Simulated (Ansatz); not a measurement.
Compare A (`N=[C]1[CH2][AlH]1`) with its isomer B (`C[C]1=[N][AlH]1`).

Calculated with Ansatz (gas phase, PBE0-D4/def2-TZVP geometries, no zero-point term in ΔE). CCSD(T)/CBS is the MP2 limit (def2-TZVPP, def2-QZVPP) plus CCSD(T) − MP2 in def2-TZVPP, frozen cores. DFT in def2-TZVPP. B3LYP here is the variant with VWN-RPA as its local correlation; programs differ in this. One conformer a species, not always the lowest.

Question: Which isomer does CCSD(T)/CBS put lower? Give the gap. (Estimate.)

Answer: Ansatz gave: B, by 101.0 kJ/mol.

Question: Give E(B) − E(A) in kJ/mol with CCSD(T)/def2-SVP, B3LYP-D4, ωB97M-V, LDA (SPW92), PBE-D4, BLYP-D4, HF/def2-TZVPP. (Best estimate.)

Answer: Computed: CCSD(T)/def2-SVP -109.2, B3LYP-D4 -94.3, ωB97M-V -98.6, LDA (SPW92) -80.4, PBE-D4 -84.0, BLYP-D4 -89.1, HF/def2-TZVPP -116.6. None reverses the order clearly.

Question: Does the order hold for the free energy at 298.15 K (harmonic terms from PBE0-D4)? (Estimate.)

Answer: Computed: Yes: G(B) − G(A) = -97.7 kJ/mol, for one conformer each.

Largest T1 diagnostic: 0.017.

From BLYP to BHLYP (50 % exact exchange), in def2-TZVPP and without D4, E(B) − E(A) moves by −13.4 kJ/mol. At CCSD(T), def2-SVP lies −8.2 kJ/mol from the extrapolated value and def2-TZVPP +0.9 kJ/mol.
